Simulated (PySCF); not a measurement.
H₆F₂O₂Si₃, singlet, geometry from GFN2-xTB, atoms displaced at random by about 0.08 Å a coordinate; PySCF with R2SCAN/STO-3G, gradient.

The PySCF input:
```python
from pyscf import gto, scf, dft

mol = gto.Mole()
mol.atom = '''
    F     0.299247    1.824621    0.327780
    Si    0.060716    0.512981   -0.384687
    F     0.466284    0.546315   -1.989828
    O    -1.349064   -0.054036   -0.478814
    Si   -2.842257   -0.233410    0.351460
    O     1.003063   -0.655330    0.403403
    Si    2.584143   -1.021457    0.837712
    H    -3.731247   -0.756626   -0.675869
    H    -3.436339    1.194260    0.660416
    H    -2.640478   -0.969999    1.503885
    H     2.878324   -0.048622    1.773150
    H     3.375271   -1.155748   -0.340739
    H     2.307546   -2.348914    1.358769
'''
mol.basis = 'sto-3g'
mol.charge = 0
mol.spin = 0
mol.verbose = 4
mol.build()

mf = dft.RKS(mol)
mf.xc = 'r2scan'
mf.grids.level = 1
mf.kernel()
g = mf.nuc_grad_method()
g.grid_response = True
grad = g.kernel()
```

What the program printed (banner, timings and long lists left out):

```
PySCF version 2.14.0

[INPUT] verbose = 4
[INPUT] num. atoms = 13
[INPUT] num. electrons = 82
[INPUT] charge = 0
[INPUT] spin (= nelec alpha-beta = 2S) = 0
[INPUT] symmetry False subgroup None
[INPUT] Mole.unit = angstrom
[INPUT] Symbol           X                Y                Z      unit          X                Y                Z       unit  Magmom
[INPUT]  1 F      0.299247000000   1.824621000000   0.327780000000 AA    0.565494873598   3.448033971130   0.619414429110 Bohr   0.0
[INPUT]  2 Si     0.060716000000   0.512981000000  -0.384687000000 AA    0.114736611379   0.969393597106  -0.726953073681 Bohr   0.0
[INPUT]  3 F      0.466284000000   0.546315000000  -1.989828000000 AA    0.881149056267   1.032385727742  -3.760229954991 Bohr   0.0
[INPUT]  4 O     -1.349064000000  -0.054036000000  -0.478814000000 AA   -2.549361484510  -0.102113240867  -0.904827324607 Bohr   0.0
[INPUT]  5 Si    -2.842257000000  -0.233410000000   0.351460000000 AA   -5.371087305628  -0.441080974735   0.664163143740 Bohr   0.0
[INPUT]  6 O      1.003063000000  -0.655330000000   0.403403000000 AA    1.895514355685  -1.238394221211   0.762321187828 Bohr   0.0
[INPUT]  7 Si     2.584143000000  -1.021457000000   0.837712000000 AA    4.883322536712  -1.930273978020   1.583046251262 Bohr   0.0
[INPUT]  8 H     -3.731247000000  -0.756626000000  -0.675869000000 AA   -7.051034933105  -1.429815918725  -1.277207306084 Bohr   0.0
[INPUT]  9 H     -3.436339000000   1.194260000000   0.660416000000 AA   -6.493739581162   2.256824321523   1.248005368281 Bohr   0.0
[INPUT] 10 H     -2.640478000000  -0.969999000000   1.503885000000 AA   -4.989780257939  -1.833032451102   2.841930772842 Bohr   0.0
[INPUT] 11 H      2.878324000000  -0.048622000000   1.773150000000 AA    5.439244057763  -0.091882263629   3.350767877773 Bohr   0.0
[INPUT] 12 H      3.375271000000  -1.155748000000  -0.340739000000 AA    6.378337786187  -2.184047189014  -0.643903389958 Bohr   0.0
[INPUT] 13 H      2.307546000000  -2.348914000000   1.358769000000 AA    4.360629959836  -4.438804150157   2.567701276549 Bohr   0.0

nuclear repulsion = 580.501768080862
number of shells = 33
number of NR pGTOs = 159
number of NR cGTOs = 53
basis = sto-3g
ecp = {}

******** <class 'pyscf.dft.rks.RKS'> ********
method = RKS
initial guess = minao
damping factor = 0
level_shift factor = 0
DIIS = <class 'pyscf.scf.diis.CDIIS'>
diis_start_cycle = 1
diis_space = 8
diis_damp = 0
SCF conv_tol = 1e-09
SCF conv_tol_grad = None
SCF max_cycles = 50
direct_scf = True
direct_scf_tol = 1e-13
XC library pyscf.dft.libxc version 7.1.2
    S. Lehtola, C. Steigemann, M. J. T. Oliveira, and M. A. L. Marques,  SoftwareX 7, 1–5 (2018)
XC functionals = r2scan
    J. W. Furness, A. D. Kaplan, J. Ning, J. P. Perdew, and J. Sun,  J. Phys. Chem. Lett. 11, 8208–8215 (2020)
    J. W. Furness, A. D. Kaplan, J. Ning, J. P. Perdew, and J. Sun,  J. Phys. Chem. Lett. 11, 9248–9248 (2020)
    J. W. Furness, A. D. Kaplan, J. Ning, J. P. Perdew, and J. Sun,  J. Phys. Chem. Lett. 11, 8208–8215 (2020)
    J. W. Furness, A. D. Kaplan, J. Ning, J. P. Perdew, and J. Sun,  J. Phys. Chem. Lett. 11, 9248–9248 (2020)
radial grids:
    Treutler-Ahlrichs [JCP 102, 346 (1995); DOI:10.1063/1.469408] (M4) radial grids

becke partition: Becke, JCP 88, 2547 (1988); DOI:10.1063/1.454033
pruning grids: <function nwchem_prune>
grids dens level: 1
symmetrized grids: False
atomic radii adjust function: <function treutler_atomic_radii_adjust>
small_rho_cutoff = 0
Set gradient conv threshold to 3.16228e-05
Initial guess from minao.
tot grids = 55032
init E= -1207.41551628721
  HOMO = -0.407399784264293  LUMO = -0.0664376221489004  gap/eV = 9.27805
cycle= 1 E= -1206.68215388875  delta_E= 0.733  |g|= 0.983  |ddm|= 4.35
  HOMO = 0.132140065924111  LUMO = 0.219848647663932  gap/eV = 2.38667
cycle= 2 E= -1206.22824067301  delta_E= 0.454  |g|=  1.7  |ddm|= 3.87
  HOMO = -0.0698001784735662  LUMO = 0.175850722312975  gap/eV = 6.68450
cycle= 3 E= -1207.01950749162  delta_E= -0.791  |g|= 0.336  |ddm|= 2.59
  HOMO = -0.0582960673079413  LUMO = 0.19010684197876  gap/eV = 6.75939
cycle= 4 E= -1207.055390905  delta_E= -0.0359  |g|= 0.0825  |ddm|= 0.668
  HOMO = -0.0695428197956774  LUMO = 0.186911592916065  gap/eV = 6.97848
cycle= 5 E= -1207.05770892061  delta_E= -0.00232  |g|= 0.0122  |ddm|= 0.148
  HOMO = -0.0689013673264973  LUMO = 0.185927025179188  gap/eV = 6.93423
cycle= 6 E= -1207.05776661368  delta_E= -5.77e-05  |g|= 0.00451  |ddm|= 0.0288
  HOMO = -0.0698592383173902  LUMO = 0.185734787303905  gap/eV = 6.95507
cycle= 7 E= -1207.0577738963  delta_E= -7.28e-06  |g|= 0.000577  |ddm|= 0.00805
  HOMO = -0.0697717763244995  LUMO = 0.185738145848243  gap/eV = 6.95278
cycle= 8 E= -1207.05777398198  delta_E= -8.57e-08  |g|= 0.000307  |ddm|= 0.00132
  HOMO = -0.069794150108776  LUMO = 0.1857561582617  gap/eV = 6.95388
cycle= 9 E= -1207.0577740156  delta_E= -3.36e-08  |g|= 2.91e-05  |ddm|= 0.000548
  HOMO = -0.0697918588854293  LUMO = 0.185757099041104  gap/eV = 6.95384
cycle= 10 E= -1207.05777401593  delta_E= -3.31e-10  |g|= 5.87e-06  |ddm|= 6.24e-05
  HOMO = -0.0697928442405477  LUMO = 0.185756084320184  gap/eV = 6.95384
Extra cycle  E= -1207.05777401594  delta_E= -3.41e-12  |g|= 4.18e-06  |ddm|= 1.83e-05
converged SCF energy = -1207.05777401594

******** <class 'pyscf.grad.rks.Gradients'> for <class 'pyscf.dft.rks.RKS'> ********
unit = Eh/Bohr
grid_response = True
--------------- RKS gradients ---------------
         x                y                z
0 F    -0.0096966489    -0.0954577533    -0.0435900929
1 Si    -0.1062339829     0.0956159331     0.0450635586
2 F    -0.0030549407    -0.0083347796    -0.0155284712
3 O     0.1221158688     0.0325955667    -0.0164266857
4 Si    -0.0118512950    -0.0790433405     0.0542114102
5 O     0.0237903380    -0.0146201997     0.0154341549
6 Si     0.0698084253     0.0209401821     0.0311070867
7 H    -0.0000555650     0.0084622651    -0.0093845558
8 H    -0.0193395433     0.0427436697     0.0027882209
9 H     0.0010667915     0.0233258218    -0.0314733134
10 H    -0.0294369043    -0.0227134745    -0.0288397670
11 H    -0.0202996875    -0.0041011011     0.0056077976
12 H    -0.0168128560     0.0005872101    -0.0089693429
----------------------------------------------
```
